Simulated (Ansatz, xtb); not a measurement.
## BClGaGeH3: where a starting geometry ends

The starting geometry of this gas-phase singlet was built from a drawn formula by distance geometry; its bonds are those of `Cl[B]=[GeH][GaH2]`.

```xyz
7

B    -0.4841    1.9461   -0.9468
Cl   -1.3831    3.0867    0.3436
Ga    0.3550   -1.7508   -1.4000
Ge    0.2372    0.8308   -1.8550
H     0.5729    0.9432   -3.4839
H     1.7544   -2.0268   -0.5101
H    -0.8088   -2.5619   -1.5298
```

Q: Predict what becomes of its bonds when it is optimised with r2SCAN-D4/def2-SVP.

A: A new bond forms, giving a structure with H5 bridging B1 and Ge4, given below by its coordinates. Distances that change by over a tenth: B1–Cl2 (1.94 → 1.74 Å), B1–Ga3 (3.82 → 2.37 Å), B1–Ge4 (1.61 → 1.93 Å), Ge4–H5 (1.67 → 1.86 Å). Contacts that close: B1–H5 (2.93 → 1.31 Å).

The energy falls by 3.63 eV over 23 steps:

```json
{"step": "1", "E − E(last) (eV)": "3.630"}
{"step": "3", "E − E(last) (eV)": "1.375"}
{"step": "6", "E − E(last) (eV)": "0.929"}
{"step": "8", "E − E(last) (eV)": "0.745"}
{"step": "11", "E − E(last) (eV)": "0.538"}
{"step": "13", "E − E(last) (eV)": "0.294"}
{"step": "16", "E − E(last) (eV)": "0.058"}
{"step": "18", "E − E(last) (eV)": "0.014"}
{"step": "21", "E − E(last) (eV)": "0.002"}
{"step": "23", "E − E(last) (eV)": "0.000"}
```

Final geometry (Å):

```tsv
atom	x (Å)	y (Å)	z (Å)
B	-0.1625	1.2319	-1.3441
Cl	-1.5643	1.6684	-0.4042
Ga	0.3381	-1.0762	-1.1543
Ge	1.4995	0.8687	-2.2515
H	-0.2739	1.2649	-2.6487
H	1.4880	-1.7660	-0.3418
H	-1.0813	-1.7244	-1.2374
```

From the same start GFN2-xTB ends elsewhere, differing in B1–Ga3 (2.40 against 2.37 Å here), Cl2–Ga3 (2.38 against 3.42 Å here), Ge4–H5 (3.06 against 1.86 Å here).

The end wasn't checked by frequencies. Run with Ansatz 0.2.0, 77 s on 2 threads of Intel(R) Xeon(R) Platinum 8259CL CPU @ 2.50GHz (Skylake/Cascade Lake), with other jobs on the host.
